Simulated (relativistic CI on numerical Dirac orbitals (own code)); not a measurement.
## Crystal-field levels of Eu³⁺, 4f6

Calculated by Dirac-Coulomb-Breit CI, orbitals from a KLI potential per configuration, a model potential for QED, valence Slater integrals scaled by 0.75, one configuration in a parametric crystal field (own radial code).

Field parameters in Wybourne normalisation. The field is a parameter set, without covalency.

S and J are read from ⟨S²⟩ = S(S + 1) and ⟨J²⟩ = J(J + 1) of each level; they are not fictitious spins.

D3d, B20 = -510, B40 = -1350, B43 = -1040, B60 = -560, B63 = -400, B66 = 380 cm⁻¹, the lowest 10 levels:

| E (cm⁻¹) | Degeneracy | Irrep | S | J |
| --- | --- | --- | --- | --- |
| 0.0 | 1 | A1 | 2.92 | 0.18 |
| 346 | 1 | A2 | 2.94 | 1.04 |
| 463 | 2 | E | 2.94 | 1.10 |
| 1013 | 2 | E | 2.96 | 2.03 |
| 1209 | 1 | A1 | 2.96 | 2.07 |
| 1212 | 2 | E | 2.96 | 2.11 |
| 1947 | 1 | A2 | 2.97 | 3.03 |
| 2006 | 1 | A1 | 2.97 | 3.06 |
| 2062 | 2 | E | 2.97 | 3.00 |
| 2064 | 1 | A2 | 2.97 | 3.06 |

C2v, B20 = 600, B22 = 160, B40 = 200, B42 = -400, B44 = -550, B60 = 360, B62 = 330, B64 = 460, B66 = 680 cm⁻¹, the lowest 16 levels:

```
E (cm⁻¹)  Degeneracy     S     J
     0.0           1  2.92  0.13
     351           1  2.94  1.02
     402           1  2.94  1.06
     546           1  2.93  1.06
    1027           1  2.96  2.01
    1124           1  2.96  2.06
    1148           1  2.96  2.01
    1204           1  2.96  2.03
    1246           1  2.96  2.04
    1947           1  2.97  3.01
    2016           1  2.97  3.04
    2020           1  2.97  3.03
    2068           1  2.97  3.00
    2072           1  2.97  3.02
    2072           1  2.97  3.02
    2086           1  2.97  3.02
```

The next free-ion level lies 428 cm⁻¹ above the lowest; the ground level cannot split, and the field only mixes in higher J.

Levels of this model without a field, named by their leading LS term (the scale mimics covalency, so terms lie below those of the real free ion): 7F_0 0, 7F_1 428, 7F_2 1144, 7F_3 2029, 7F_4 3006, 7F_5 4025, 7F_6 5049, 5D_0 14049 cm⁻¹.
